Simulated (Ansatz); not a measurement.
System: SiBr$_{4}$, charge 0, singlet. SiBr4 (SMILES Br[Si](Br)(Br)Br).
B3LYP-D3(BJ)/def2-TZVP minimum from Ansatz (a program for electronic structure):
```xyz
5

Br    -1.1859    -1.4793    -1.1334
Si     0.0000     0.0000     0.0000
Br    -1.1007     1.9130     0.0899
Br     1.9412     0.3140    -1.0061
Br     0.3454    -0.7477     2.0496
```

Total energies in def2-SVP, 32 correlated electrons, 61 frozen orbitals. Open shells are spin-unrestricted; no spin-orbit coupling. Correlated methods leave the cores frozen (noble-gas shells, and filled d and f shells in the p block). No relativity. Spin-orbit terms, left out, reach several kcal/mol for Br and I, and more for heavier atoms.

| method | program | energy (Eh) | minus CCSDT(Q) (mEh) |
|---|---|---|---|
| HF | Ansatz | -10577.43446 | 623.94 |
| MP2 | Ansatz | -10577.99988 | 58.52 |
| CCSD | Ansatz | -10578.03900 | 19.40 |
| CCSD(T) | Ansatz | -10578.05621 | 2.20 |
| CCSDT(Q) | Ansatz | -10578.05841 | 0.00 |

Rough core times of Ansatz's runs on a shared machine: CCSD(T) under 20 s, CCSDT(Q) 30 min.
